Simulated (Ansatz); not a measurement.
Relaxation of ClH$_{4}$InO$_{2}$ (8 atoms, charge 0, multiplicity 1), to a largest force component of 0.03 eV/Å in at most 50 steps.

Method: RKS PBE/def2-SVP (Ansatz).

```xyz
8
Properties=species:S:1:pos:R:3
In 0.030 0.559 -0.362
Cl -0.034 0.460 3.272
O 1.740 -0.304 -1.013
H 1.545 -1.118 -1.519
O -1.777 -0.187 -0.883
H -1.689 -1.086 -1.253
H 0.108 2.039 0.588
H 0.038 1.441 2.354
```

Where does it end, and by what steps?

It did not converge within its limit. The force dipped under the threshold on the way, but the program's further checks kept it going. After 49 steps the energy has fallen by 1.801 eV; H8 moved furthest, 2.45 Å. Parted: Cl2–H8 (1.35 → 2.49 Å). Joined: In1–Cl2 (3.64 → 2.43 Å), O5–H8 (4.05 → 0.99 Å).

```
step  energy less start (eV)  largest force component (eV/Å)  accepted
   0                  0.0000                           0.750       yes
   2                 -0.0632                           0.327       yes
   4                 -0.1113                           0.469       yes
   6                 -0.1409                           0.078       yes
   8                 -0.1256                           0.852        no
  10                 -0.1434                           0.079       yes
  12                 -0.1440                           0.004       yes
  14                 -0.1443                           0.019       yes
  16                 -0.1354                           0.733        no
  18                 -0.1467                           0.109       yes
  20                 -0.1481                           0.062       yes
  22                 -0.1513                           0.180       yes
  24                 -0.1594                           0.096       yes
  26                 -0.1668                           0.990        no
  28                 -0.1883                           0.255       yes
  30                 -0.2165                           0.468       yes
  32                 -0.3160                           0.708       yes
  34                 -0.5372                           0.337       yes
  36                 -0.8303                           0.839       yes
  38                 -1.0390                           5.353       yes
  40                 -1.6581                           0.597       yes
  42                 -1.7079                           0.673        no
  44                 -1.7724                           0.201       yes
  46                 -1.7819                           0.152       yes
  48                 -1.7939                           0.214       yes
  49                 -1.8015                           0.119       yes
```

```xyz
8
Properties=species:S:1:pos:R:3
In 0.562 1.073 -0.006
Cl 0.735 0.405 2.329
O 1.118 -0.494 -1.175
H 1.642 -1.129 -0.643
O -1.593 0.107 0.240
H -1.467 -0.727 -0.267
H 0.369 2.712 -0.470
H -1.405 -0.144 1.178
```

The run took 79 s on 2 threads of Arm Neoverse V1, with other jobs on the host, peak memory 0.13 GiB.
